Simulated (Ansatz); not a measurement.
`[CH3][Ge]([NH2])([NH2])[NH2]` and `[NH2][GeH]([NH2])[NH2]` differ in one atom or group.

Ansatz, PBE0-D4/def2-TZVP geometries, multiplicity 1. Each molecule was computed in one conformer, which needn't be the lowest.

Scalar relativity is left out up to krypton.

| property | `[CH3][Ge]([NH2])([NH2])[NH2]` |
| --- | --- |
| HOMO–LUMO gap (ωB97M-V/def2-TZVPP) / eV | 11.34 |
| LUMO energy (PBE0/def2-TZVPP) / eV | 0.57 |
| HOMO energy (PBE/def2-TZVPP) / eV | -5.52 |
| size of the dipole moment (ωB97M-V/def2-TZVPP) / D | 1.35 |
| HOMO energy (PBE0/def2-TZVPP) / eV | -6.99 |
| LUMO energy (PBE/def2-TZVPP) / eV | -0.23 |

**Question.** Give the same properties after the change, and the shifts. (An estimate is asked.)

**Answer.** The calculation gave: 
| property | `[NH2][GeH]([NH2])[NH2]` | shift |
| --- | --- | --- |
| HOMO–LUMO gap (ωB97M-V/def2-TZVPP) / eV | 11.72 | 0.38 |
| LUMO energy (PBE0/def2-TZVPP) / eV | 0.81 | 0.24 |
| HOMO energy (PBE/def2-TZVPP) / eV | -5.62 | -0.10 |
| size of the dipole moment (ωB97M-V/def2-TZVPP) / D | 1.22 | -0.13 |
| HOMO energy (PBE0/def2-TZVPP) / eV | -7.10 | -0.11 |
| LUMO energy (PBE/def2-TZVPP) / eV | -0.03 | 0.20 |

With PBE0 the HOMO falls by 0.11 eV and the LUMO rises by 0.24 eV, so the gap widens by about 0.35 eV. PBE moves the HOMO by -0.10 eV and ωB97M-V by -0.11 eV. Dipoles are sizes alone; their direction can turn.
